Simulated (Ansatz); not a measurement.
`C[Se][GaH2]` + H₂S → `[SH][GaH2]` + `C[SeH]` at 500 K and 1 bar (ligand exchange at a Ga–Se bond).

Gas-phase electronic energies from Ansatz, PBE0-D4/def2-TZVP geometries. CCSD(T)/CBS adds triple-zeta CCSD(T) − MP2 to the extrapolated MP2 energy (def2 sets, frozen cores). This one scheme is used for every species. For Ga, Se outer-core shells are correlated without core-valence functions, which leaves a few kJ/mol of doubt a bond. Scalar relativity is left out up to krypton.

```
      species  CCSD(T)/CBS energy (Eh)  H − E (kJ/mol)  S (J/(mol·K))
`C[Se][GaH2]`              -4365.72567           173.7          387.2
          H₂S               -398.97279            57.0          224.0
 `[SH][GaH2]`              -2323.53734            87.2          313.7
     `C[SeH]`              -2441.15625           142.1          299.3
```

H − E and S are ideal-gas, rigid-rotor, harmonic terms from PBE0-D4/def2-TZVP. 1 Eh = 2625.50 kJ/mol, R = 8.31446 J/(mol·K).

Question: By hand: ΔE, ΔH, ΔS and ΔG.

Answer: ΔE = (-2323.53734) + (-2441.15625) − (-4365.72567) − (-398.97279) = 0.00487 Eh = 12.8 kJ/mol. Δ(H − E) = 87.2 + 142.1 − 173.7 − 57.0 = -1.4, so ΔH = 11.4 kJ/mol. ΔS = 313.7 + 299.3 − 387.2 − 224.0 = 1.8 J/(mol·K). ΔG = 11.4 − 500 × (1.8)/1000 = 10.5 kJ/mol.

Question: By hand: the equilibrium constant, and the temperature at which ΔG would vanish if ΔH and ΔS stayed fixed.

Answer: log₁₀ K = −ΔG/(RT ln 10) = -1.1. ΔG = 0 at ΔH/ΔS = 6333 K, far beyond where these terms or the molecules hold.

The number of gas molecules stays the same, so ΔS is small and ΔH decides. A doubt of 5 kJ/mol in ΔE shifts log₁₀ K by 0.5 here. These are equilibria of isolated gas molecules and say nothing of rates. Largest T1 diagnostic: 0.013 (customary marks: 0.02 for closed shells, 0.045 for open ones).
